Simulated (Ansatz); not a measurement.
`O[Si](F)(F)[SiH3]` + CH₃SH → `CS[SiH3]` + `O[SiH](F)F`  (cleavage of the Si–Si bond)

Gas-phase electronic energies from Ansatz, PBE0-D4/def2-TZVP geometries. CCSD(T)/CBS adds triple-zeta CCSD(T) − MP2 to the extrapolated MP2 energy (def2 sets, frozen cores). This one scheme is used for every species. Functionals use def2-TZVPP. B3LYP here is the variant with VWN-RPA as its local correlation; programs differ in this. HSE06 is defined as in plane-wave codes. One conformer a species, not always the lowest.

```csv
level,ΔE (kJ/mol),difference from CCSD(T)/CBS
LDA (SPW92),-53.1,13.7
PBE-D4,-53.0,13.8
revPBE-D4,-55.0,11.8
r2SCAN-D4,-63.3,3.5
PBE0-D4,-57.8,9.0
B3LYP-D4,-60.4,6.4
r2SCAN0-D4,-65.8,1.0
HSE06-D4,-58.1,8.7
BHLYP-D4,-65.3,1.5
CAM-B3LYP-D4,-60.7,6.1
ωB97X-V,-60.4,6.4
ωB97M-V,-66.6,0.2
B2PLYP,-66.0,0.8
PBE-QIDH,-67.2,-0.4
revPBE,-52.1,14.7
BLYP,-55.9,10.9
PBE0,-57.7,9.1
B3LYP,-59.8,7.0
r2SCANh,-64.4,2.4
r2SCAN0,-65.8,1.0
HSE06,-58.0,8.8
BHLYP,-65.6,1.2
CAM-B3LYP,-60.7,6.1
LC-ωPBE,-57.9,8.9
RPA@PBE/def2-TZVPP,-62.8,4.0
HF/def2-SVP,-66.8,0.0
MP2/def2-SVP,-70.2,-3.4
CCSD/def2-SVP,-61.3,5.5
CCSD(T)/def2-SVP,-61.3,5.5
HF/def2-TZVPP,-71.4,-4.6
MP2/def2-TZVPP,-76.2,-9.4
SCS-MP2/def2-TZVPP,-73.7,-6.9
CCSD/def2-TZVPP,-64.7,2.1
CCSD(T)/def2-TZVPP,-65.0,1.8
HF/def2-QZVPP,-71.8,-5.0
MP2/def2-QZVPP,-77.4,-10.6
SCS-MP2/def2-QZVPP,-74.8,-8.0
HF/CBS(def2),-71.8,-5.0
MP2/CBS(def2),-78.0,-11.2
CCSD/CBS(def2),-66.5,0.3
CCSD(T)/CBS,-66.8,0
```

Largest T1 diagnostic among the species: 0.013.

At CCSD(T), def2-SVP lies +5.5 kJ/mol from the extrapolated value and def2-TZVPP +1.8 kJ/mol. From PBE to PBE0 (25 % exact exchange), in def2-TZVPP and without D4, ΔE moves by −5.0 kJ/mol. Leaving LDA and LC-ωPBE aside and taking each functional with its dispersion term where it has one, the values spread over 14.2 kJ/mol, from PBE-QIDH to PBE-D4.
